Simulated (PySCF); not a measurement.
H₇NSi₂, charge +1, multiplicity 2. Atoms are numbered in the order given.

```xyz
10

Si     1.6589     0.0015     0.1590
N      0.0000     0.0000    -0.6566
Si    -1.6589    -0.0015     0.1590
H      2.4974     0.8739    -0.6901
H      1.3852     0.4859     1.5273
H      2.0048    -1.4418     0.0798
H      0.0000     0.0000    -1.6884
H     -2.4974    -0.8739    -0.6901
H     -2.0048     1.4418     0.0798
H     -1.3852    -0.4859     1.5273
```
Charge +1, spin multiplicity 2.

Coordinates come from a ωB97X-D3(BJ)/def2-SVP optimisation. The multiplicity is an assumed one; other spin states were not compared.

All values below come from TDA-PBE0/def2-SVPD (PySCF).

Vertical excitations. Gas-phase values at a fixed geometry.

Computed lowest excited states:
```
state    energy (eV)  λ (nm)      f                                                                                                                main pairs
-------  -----------  ------  -----  ------------------------------------------------------------------------------------------------------------------------
root 1          2.90     427  0.003                                                                                      β HOMO→LUMO 81 %, β HOMO−4→LUMO 17 %
root 2          3.31     375  0.008                                                                                                        β HOMO−2→LUMO 87 %
root 3          3.51     354  0.148                                                                                                        β HOMO−1→LUMO 87 %
root 4          3.69     336  0.002                                                                                      β HOMO−4→LUMO 79 %, β HOMO→LUMO 18 %
root 5          4.03     308  0.010                                                                                                        β HOMO−3→LUMO 95 %
root 6          5.45     227  0.010                                                                                                        β HOMO−5→LUMO 89 %
root 7          7.35     169  0.001                                                                                                          α HOMO→LUMO 92 %
root 8          7.58     164  0.000                                                                                    α HOMO−1→LUMO 46 %, β HOMO→LUMO+1 42 %
root 9          7.77     160  0.000                                                               α HOMO−2→LUMO 30 %, α HOMO→LUMO+1 8 %, β HOMO−1→LUMO+1 41 %
root 10         7.82     159  0.000  α HOMO−3→LUMO 31 %, α HOMO−2→LUMO 8 %, α HOMO−1→LUMO+1 6 %, β HOMO−2→LUMO+1 32 %, β HOMO−1→LUMO+1 7 %, β HOMO→LUMO+2 6 %
```
Unrestricted roots are not spin-pure.
